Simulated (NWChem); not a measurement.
# fluoroethane (C2H5F); SMILES FCC

Computed with NWChem. The geometry was optimised at B3LYP/6-31G* (spherical d).

Task: What does the run give for Hartree-Fock/STO-3G? Quantities: highest occupied level (eV); orbital gap (eV); dipole (D).

Result: 
| Item | Value |
|---|---|
| highest occupied level (eV) | -10.99 |
| orbital gap (eV) | 26.25 |
| dipole (D) | 1.23 |
